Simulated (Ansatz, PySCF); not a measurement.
This PySCF input computes a CCSD(T)/cc-pVDZ energy:

```python
from pyscf import gto, scf, mp, cc as ccmod

mol = gto.M(
    atom='''
    F    -1.05857075   -0.21560565    0.02076994
    C     0.00212202    0.41286249   -0.01271567
    F     1.05629413   -0.22733482   -0.00712790
    H     0.00775742    1.50928936   -0.04648432
    ''',
    basis='cc-pvdz',
    charge=1,
    spin=0,
    verbose=4,
)

mf = scf.RHF(mol)
mf.conv_tol = 1e-10
mf.max_cycle = 100
mf.kernel()
mp2 = mp.MP2(mf, frozen=3).run()
cc = ccmod.CCSD(mf, frozen=3)
cc.max_cycle = 100
cc.kernel()
et = cc.ccsd_t()
print(f'E(CCSD(T)) = {cc.e_tot + et:.9f}')
```

Question: Write an input for the same energy in Ansatz (a quantum-chemistry and plane-wave program) and say what it gives.

Answer: 
Ansatz 0.2 input:
```yaml
crystal:
  periodic: [false, false, false]
  atoms:
    - {symbol: F, position_ang: [-1.05857075, -0.21560565, 0.02076994]}
    - {symbol: C, position_ang: [0.00212202, 0.41286249, -0.01271567]}
    - {symbol: F, position_ang: [1.05629413, -0.22733482, -0.00712790]}
    - {symbol: H, position_ang: [0.00775742, 1.50928936, -0.04648432]}
basis:
  gaussian:
    orbitals: cc-pVDZ
total_charge: 1
magnetization: {spin_polarized: false}
correlation: {method: ccsd_t, electrons: outside_noble_gas}
```
It gives -237.48573 Eh, and PySCF -237.48573 Eh, a difference of 0.00 mEh.
